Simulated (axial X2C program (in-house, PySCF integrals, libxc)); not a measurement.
Outer orbitals of Ga₂⁻ at 2.514 Å, BLYP

All values were computed with an in-house relativistic program for diatomic molecules. Spin-free means the one-electron spin-free X2C Hamiltonian; two-component (2c) means X2C with spin–orbit coupling and atomic mean-field two-electron Coulomb and Gaunt terms, so the difference of the two also holds small scalar two-electron terms. Basis: Ga dyall-acv3z [10s10p8d5f1g] (cores contracted in-house); Gaussian nuclei, density fitting, unrestricted open shells. Masses: Ga 68.926 u.

The distance is close to the 2c PBE0 minimum; the highest filled and lowest empty levels are listed.

Spin-free orbitals, state M_S = 3/2, Λ = 0 (beyond evenly filled blocks: σα, π+α, π-α) (Löwdin shares):

```csv
symmetry,occupied,ε (eV),atomic character
σα,yes,-13.97,100% Ga d
σβ,yes,-13.87,100% Ga d
π-α,yes,-13.84,100% Ga d
π+α,yes,-13.84,100% Ga d
δ-α,yes,-13.80,100% Ga d
δ+α,yes,-13.80,100% Ga d
δ-α,yes,-13.77,100% Ga d
δ+α,yes,-13.77,100% Ga d
π-β,yes,-13.76,100% Ga d
π+β,yes,-13.76,100% Ga d
δ-β,yes,-13.73,100% Ga d
δ+β,yes,-13.73,100% Ga d
δ-β,yes,-13.71,100% Ga d
δ+β,yes,-13.71,100% Ga d
π-α,yes,-13.68,100% Ga d
π+α,yes,-13.68,100% Ga d
π-β,yes,-13.60,100% Ga d
π+β,yes,-13.60,100% Ga d
σα,yes,-13.60,100% Ga d
σβ,yes,-13.52,100% Ga d
σα,yes,-5.71,"78% Ga s, 13% Ga p, 6% Ga d"
σβ,yes,-4.94,"80% Ga s, 12% Ga p, 6% Ga d"
σα,yes,-3.01,"61% Ga s, 27% Ga p, 9% Ga d"
σβ,yes,-2.36,"61% Ga s, 27% Ga p, 9% Ga d"
π-α,yes,0.85,"92% Ga p, 5% Ga d"
π+α,yes,0.85,"92% Ga p, 5% Ga d"
σα,yes,0.90,"76% Ga p, 18% Ga s, 6% Ga d"
π-β,no,1.52,95% Ga p
π+β,no,1.52,95% Ga p
σβ,no,1.62,"66% Ga p, 28% Ga s, 6% Ga d"
σα,no,1.82,"93% Ga p, 6% Ga s"
```

The highest filled level is positive, so this functional does not bind it, and the empty levels of an anion are set by the basis.

Spinors with spin–orbit coupling (state Ω = 3/2):

```tsv
ω	occupied	ε (eV)	atomic character	λ mixture
3/2	yes	-13.66	100% Ga d	66% π, 34% δ
5/2	yes	-13.64	100% Ga d	100% δ
-1/2	yes	-13.62	100% Ga d	64% π, 36% σ
5/2	yes	-13.62	100% Ga d	100% δ
-3/2	yes	-13.61	100% Ga d	81% π, 19% δ
1/2	yes	-13.60	100% Ga d	79% π, 21% σ
-5/2	yes	-13.58	100% Ga d	100% δ
-5/2	yes	-13.55	100% Ga d	100% δ
3/2	yes	-13.53	100% Ga d	84% π, 16% δ
1/2	yes	-13.50	100% Ga d	76% σ, 24% π
-3/2	yes	-13.48	100% Ga d	90% π, 10% δ
-1/2	yes	-13.45	100% Ga d	86% σ, 14% π
1/2	yes	-5.71	78% Ga s, 13% Ga p, 6% Ga d	100% σ
-1/2	yes	-4.94	80% Ga s, 12% Ga p, 6% Ga d	100% σ
1/2	yes	-3.01	61% Ga s, 27% Ga p, 9% Ga d	100% σ
-1/2	yes	-2.36	61% Ga s, 27% Ga p, 9% Ga d	100% σ
-1/2	yes	0.82	92% Ga p, 5% Ga d	100% π
3/2	yes	0.88	92% Ga p, 5% Ga d	100% π
1/2	yes	0.90	76% Ga p, 18% Ga s, 6% Ga d	100% σ
1/2	no	1.50	95% Ga p	100% π
-3/2	no	1.55	95% Ga p	100% π
-1/2	no	1.61	66% Ga p, 28% Ga s, 6% Ga d	100% σ
1/2	no	1.85	95% Ga p, 4% Ga s	100% σ
```

The highest filled level is positive, so this functional does not bind it, and the empty levels of an anion are set by the basis.

Mulliken charges and populations of the two-component result (they depend on the basis, above all on diffuse functions):

Ga1 -0.50 e (s 7.90 p 13.56 d 10.04 f 0.01), Ga2 -0.50 e (s 7.90 p 13.56 d 10.04 f 0.01). ⟨Lz⟩ = 0.00 ħ and ⟨Sz⟩ = 1.50 ħ (0.75 and 0.75 on the two atoms), which add up to Ω.

The state is one determinant whose occupation by symmetry is held fixed; it was picked as the lowest of a PBE0 search that is not exhaustive. Density functionals use the spin component along the axis (collinear). Other states lie close and PBE0, whose exact exchange favours high spin, may order them wrongly; the determinant shown need not be the ground state. The nearest other spin-free determinant of the search, M_S = 1/2, Λ = 0, lies 0.26 eV up at the distance of the search. With several unpaired electrons one determinant need not be a pure state. The highest occupied level of some functionals is positive through self-interaction error; at Hartree–Fock it is bound. This is the top spin component of a Σ state; components of lower Ω are not single determinants and can lie lower.
